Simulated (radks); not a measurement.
The numbers below are computed, except where a source is named.
Question: Ionisation ladder of thulium, from Tm22+ to Tm43+. Each ion is in the ground configuration listed by NIST, and IE = E(next ion) - E(this ion). Level of theory: Dirac Kohn-Sham, PBE, spin-unpolarised, spherical densities, point nucleus; open shells are shared between the two j in proportion to 2j + 1 (a radial shooting solver on a logarithmic mesh with Libxc functionals).

| species | configuration | IE, Delta-SCF (eV) | <r> HOMO (bohr) |
|---|---|---|---|
| Tm22+ | [Kr] 4d10 4f1 | 609.69 | 0.510 |
| Tm23+ | [Kr] 4d10 | 830.15 | 0.510 |
| Tm24+ | [Kr] 4d9 | 874.32 | 0.505 |
| Tm25+ | [Kr] 4d8 | 919.11 | 0.500 |
| Tm26+ | [Kr] 4d7 | 964.53 | 0.495 |
| Tm27+ | [Kr] 4d6 | 1010.6 | 0.491 |
| Tm28+ | [Kr] 4d5 | 1057.2 | 0.486 |
| Tm29+ | [Kr] 4d4 | 1104.4 | 0.481 |
| Tm30+ | [Kr] 4d3 | 1152.2 | 0.477 |
| Tm31+ | [Kr] 4d2 | ? | 0.473 |
| Tm32+ | [Kr] 4d1 | ? | 0.469 |
| Tm33+ | [Kr] | 1466.8 | 0.467 |
| Tm34+ | [Ar] 3d10 4s2 4p5 | 1516.7 | 0.464 |
| Tm35+ | [Ar] 3d10 4s2 4p4 | 1566.8 | 0.461 |
| Tm36+ | [Ar] 3d10 4s2 4p3 | 1617.2 | 0.458 |
| Tm37+ | [Ar] 3d10 4s2 4p2 | 1667.7 | 0.455 |
| Tm38+ | [Ar] 3d10 4s2 4p1 | ? | 0.452 |
| Tm39+ | [Ar] 3d10 4s2 | 1901.1 | 0.434 |
| Tm40+ | [Ar] 3d10 4s1 | 1953.7 | 0.432 |
| Tm41+ | [Ar] 3d10 | ? | 0.195 |
| Tm42+ | [Ar] 3d9 | 3436.1 | 0.193 |
| Tm43+ | [Ar] 3d8 | 3555.2 | 0.192 |

Estimate the withheld Delta-SCF values.

Answer: Tm31+: 1200.5 eV (NIST 1207); Tm32+: 1249.5 eV (NIST 1255); Tm38+: 1718.4 eV (NIST 1761); Tm41+: 3318.5 eV (NIST 3298).

Beside tabulated values, note that spin-unpolarised runs miss the spin-polarisation part of the exchange energy of open shells.
